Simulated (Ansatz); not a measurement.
C$_{2}$H$_{6}$SZn, charge +1, doublet, at a GFN2-xTB geometry (such geometries of metal compounds can be far from the true shape) (a state made from the parent by changing its charge; the spin is typed, not shown lowest). Base run: PBE0/aug-cc-pVDZ (Ansatz, a program for electronic structure).

Geometry (Å):
```xyz
10

Zn    -0.1595    -0.1731     0.3088
C      0.7453    -1.8481    -0.6607
C      0.7510    -1.6675    -2.1346
H      0.1547    -2.6987    -0.3261
H      1.7393    -1.8349    -0.2127
H      1.3174    -0.7955    -2.4639
H     -0.2465    -1.6710    -2.5740
H      1.2710    -2.5404    -2.5570
S     -0.4369     2.1149     0.8688
H     -1.4383     1.9892     1.7398
```
Charge +1, spin multiplicity 2.
Orbitals are unrestricted.
All else is at Ansatz's defaults.

The base run was repeated with changes; each row names its change, and settings that it needs were set with it.

| change | basis functions | E (Eh) | core-seconds (rough) |
|---|---|---|---|
| base | 186 | -2256.66785 | 50 |
| basis = pcseg-0 | 67 | -2251.99559 | 10 |
| basis = 6-31G | 72 | [?] | 20 |
| basis = 3-21G | 72 | -2245.52907 | 7 |
| basis = def2-SV(P) | 82 | -2256.16007 | 10 |
| basis = pc-1 | 107 | -2256.52018 | 20 |
| basis = pcseg-1 | 107 | -2256.37829 | 20 |
| basis = 6-31G** | 115 | -2256.27696 | 20 |
| basis = def2-SVPD | [?] | [?] | 20 |
| basis = aug-pcseg-1 | 174 | -2256.38865 | 40 |
| basis = def2-TZVP | [?] | [?] | 40 |
| basis = cc-pV(T+d)Z | 251 | -2256.70515 | 60 |
| basis = def2-TZVPP | [?] | [?] | 60 |

Some entries are withheld; supply them.


- basis = 6-31G, E (Eh): -2256.22348
- basis = def2-SVPD, basis functions: 149
- basis = def2-SVPD, E (Eh): -2256.19729
- basis = def2-TZVP, basis functions: 183
- basis = def2-TZVP, E (Eh): -2256.65631
- basis = def2-TZVPP, basis functions: 252
- basis = def2-TZVPP, E (Eh): -2256.65892

Totals compare only among sets that treat the same electrons; sets with core potentials leave the core out.
